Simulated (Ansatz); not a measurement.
`[Br][GeH2][Br]` + H₂O → `[OH][GeH2][Br]` + HBr at 298.15 K and 1 bar (formal hydrolysis of a Ge–Br bond).

Calculated with Ansatz (gas phase, PBE0-D4/def2-TZVP geometries, no zero-point term in ΔE). CBS: MP2 limit from def2 TZ/QZ plus the TZ coupled-cluster correction, frozen cores. This one scheme is used for every species. For Br, Ge outer-core shells are correlated without core-valence functions, which leaves a few kJ/mol of doubt a bond. Scalar relativity is left out up to krypton. One conformer a species, not always the lowest.

| species | CCSD(T)/CBS energy (Eh) | H − E (kJ/mol) | S (J/(mol·K)) |
| --- | --- | --- | --- |
| `[Br][GeH2][Br]` | -7224.02757 | 62.2 | 324.3 |
| H₂O | -76.37941 | 66.4 | 188.7 |
| `[OH][GeH2][Br]` | -4726.46896 | 96.1 | 315.5 |
| HBr | -2573.91920 | 24.6 | 198.6 |

H − E and S are ideal-gas, rigid-rotor, harmonic terms from PBE0-D4/def2-TZVP, for one conformer and one mirror image of each species. 1 Eh = 2625.50 kJ/mol, R = 8.31446 J/(mol·K).

Question: By hand: ΔE, ΔH, ΔS and ΔG.

Answer: ΔE = (-4726.46896) + (-2573.91920) − (-7224.02757) − (-76.37941) = 0.01882 Eh = 49.4 kJ/mol. Δ(H − E) = 96.1 + 24.6 − 62.2 − 66.4 = -7.9, so ΔH = 41.5 kJ/mol. ΔS = 315.5 + 198.6 − 324.3 − 188.7 = 1.1 J/(mol·K). ΔG = 41.5 − 298.15 × (1.1)/1000 = 41.2 kJ/mol.

Question: By hand: the equilibrium constant, and the temperature at which ΔG would vanish if ΔH and ΔS stayed fixed.

Answer: log₁₀ K = −ΔG/(RT ln 10) = -7.2. ΔG = 0 at ΔH/ΔS = 37727 K, far beyond where these terms or the molecules hold.

The number of gas molecules stays the same, so ΔS is small and ΔH decides. A doubt of 5 kJ/mol in ΔE shifts log₁₀ K by 0.9 here. Other conformers and mirror images would add mixing entropy, several J/(mol·K) or more a flexible species. These are equilibria of isolated gas molecules and say nothing of rates. Largest T1 diagnostic: 0.010 (customary marks: 0.02 for closed shells, 0.045 for open ones).
